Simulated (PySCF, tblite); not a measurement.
Isomers of C4H10ClPSi2. Computed values, GFN2-xTB/tblite, gas phase, harmonic and unscaled. Against measured fundamentals such values can be off by several per cent, at times by over 20. Modes of hydrogen on phosphorus and silicon can be 10 to 20 % off. One conformer each.

Electronic energies: PBE0/pcSseg-1 single points on the GFN2-xTB geometries (PySCF, gas phase).

```
                        SMILES  electronic energy, lowest = 0 (kJ/mol)
        CC#C[SiH2]C[Si@H](P)Cl                                     0.0
   C=C/C(=C\[SiH3])[Si@H](P)Cl                                    38.0
C#C[C@@H](C)[Si@@H](Cl)[SiH2]P                                    78.8
          C[SiH2]P[SiH2]C#CCCl                                   142.8
     P[Si@@H]1CC(Cl)=CC[SiH2]1                                    42.9
C=C1[C@@H](Cl)[SiH2]C[Si@@H]1P                                    46.5
```

Q: How do GFN2-xTB zero-point energies change the relative energies?

A: 
| SMILES | ZPE (kJ/mol) | of it from modes above 1550 cm⁻¹ | electronic (kJ/mol) | with ZPE, lowest = 0 (kJ/mol) | lowest mode (cm⁻¹) | rings |
| --- | --- | --- | --- | --- | --- | --- |
| CC#C[SiH2]C[Si@H](P)Cl | 307.9 | 171.2 | 0.0 | 0.0 | 17 | 0 |
| C=C/C(=C\[SiH3])[Si@H](P)Cl | 303.1 | 174.4 | 38.0 | 33.2 | 27 | 0 |
| P[Si@@H]1CC(Cl)=CC[SiH2]1 | 315.5 | 166.9 | 42.9 | 50.4 | 49 | 1 |
| C=C1[C@@H](Cl)[SiH2]C[Si@@H]1P | 313.2 | 168.9 | 46.5 | 51.8 | 38 | 1 |
| C#C[C@@H](C)[Si@@H](Cl)[SiH2]P | 308.3 | 172.9 | 78.8 | 79.2 | 9 | 0 |
| C[SiH2]P[SiH2]C#CCCl | 304.9 | 170.5 | 142.8 | 139.8 | 5 | 0 |

The zero-point energies span 12.4 kJ/mol, from `C=C/C(=C\[SiH3])[Si@H](P)Cl` to `P[Si@@H]1CC(Cl)=CC[SiH2]1`. The order is unchanged.

Q: And how do the electronic energies of GFN2-xTB itself compare?

A: `CC#C[SiH2]C[Si@H](P)Cl` 6.8; `C=C/C(=C\[SiH3])[Si@H](P)Cl` 0.0; `P[Si@@H]1CC(Cl)=CC[SiH2]1` 21.9; `C=C1[C@@H](Cl)[SiH2]C[Si@@H]1P` 57.1; `C#C[C@@H](C)[Si@@H](Cl)[SiH2]P` 42.0; `C[SiH2]P[SiH2]C#CCCl` 112.6 kJ/mol, lowest = 0. Against the energies above, taken from the same isomer `CC#C[SiH2]C[Si@H](P)Cl`, the largest difference is 44.8 kJ/mol.

Q: What do entropy and thermal enthalpy add at 298.15 K and 1 bar (rigid rotor, harmonic oscillator, one conformer each)?

A: 
```tsv
SMILES	point group	symmetry number	S (J/(mol K))	H − H(0) (kJ/mol)	ZPE + H − H(0) − TS (kJ/mol)
C=C/C(=C\[SiH3])[Si@H](P)Cl	C1	1	482.9	36.80	195.9
P[Si@@H]1CC(Cl)=CC[SiH2]1	C1	1	447.3	33.01	215.1
C=C1[C@@H](Cl)[SiH2]C[Si@@H]1P	C1	1	453.3	33.47	211.6
```

Not tabulated: `CC#C[SiH2]C[Si@H](P)Cl` (lowest mode only 17 cm⁻¹); `C#C[C@@H](C)[Si@@H](Cl)[SiH2]P` (lowest mode only 9 cm⁻¹); `C[SiH2]P[SiH2]C#CCCl` (lowest mode only 5 cm⁻¹).
